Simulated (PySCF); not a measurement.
C₂H₇BS, SMILES CB(C)S.

Geometry optimised at PBE0-D3(BJ)/def2-SVP. One conformer was computed; it need not be the lowest.

All values below come from TDDFT-LC-ωPBE/def2-SVPD (PySCF 2.14.0).

Vertical excitations. Gas-phase values at a fixed geometry.

```json
[
 {"state": "S1", "energy (eV)": "6.86", "λ (nm)": "181", "f": "0.180", "main pairs": "HOMO→LUMO+1 85 %"},
 {"state": "S2", "energy (eV)": "6.90", "λ (nm)": "180", "f": "0.021", "main pairs": "HOMO−1→LUMO+1 79 %"},
 {"state": "S3", "energy (eV)": "7.03", "λ (nm)": "176", "f": "0.010", "main pairs": "HOMO→LUMO+5 42 %, HOMO→LUMO 26 %, HOMO−2→LUMO+1 10 %"},
 {"state": "S4", "energy (eV)": "7.23", "λ (nm)": "172", "f": "0.005", "main pairs": "HOMO−2→LUMO+1 83 %"},
 {"state": "S5", "energy (eV)": "7.98", "λ (nm)": "155", "f": "0.064", "main pairs": "HOMO→LUMO 48 %, HOMO→LUMO+5 16 %, HOMO→LUMO+3 9 %, HOMO→LUMO+2 8 %"},
 {"state": "S6", "energy (eV)": "8.43", "λ (nm)": "147", "f": "0.030", "main pairs": "HOMO−1→LUMO 62 %, HOMO−1→LUMO+5 20 %"},
 {"state": "S7", "energy (eV)": "8.77", "λ (nm)": "141", "f": "0.010", "main pairs": "HOMO→LUMO+2 73 %"},
 {"state": "S8", "energy (eV)": "9.06", "λ (nm)": "137", "f": "0.005", "main pairs": "HOMO−3→LUMO+1 66 %, HOMO→LUMO+3 23 %"},
 {"state": "S9", "energy (eV)": "9.09", "λ (nm)": "136", "f": "0.127", "main pairs": "HOMO−1→LUMO+5 27 %, HOMO−1→LUMO 18 %, HOMO−2→LUMO 14 %, HOMO→LUMO+4 13 %"},
 {"state": "S10", "energy (eV)": "9.17", "λ (nm)": "135", "f": "0.004", "main pairs": "HOMO→LUMO+3 52 %, HOMO−3→LUMO+1 26 %, HOMO→LUMO+5 8 %"},
 {"state": "T1", "energy (eV)": "5.52", "λ (nm)": "224", "f": "0", "main pairs": "HOMO→LUMO+1 93 %"},
 {"state": "T2", "energy (eV)": "6.29", "λ (nm)": "197", "f": "0", "main pairs": "HOMO−1→LUMO+1 84 %"},
 {"state": "T3", "energy (eV)": "6.53", "λ (nm)": "190", "f": "0", "main pairs": "HOMO→LUMO+5 38 %, HOMO−2→LUMO+1 21 %, HOMO→LUMO 16 %, HOMO→LUMO+8 6 %"},
 {"state": "T4", "energy (eV)": "6.62", "λ (nm)": "187", "f": "0", "main pairs": "HOMO−2→LUMO+1 70 %"}
]
```
Triplets are in the Tamm–Dancoff approximation, which puts them higher than full response would, so one can lie above its singlet here.
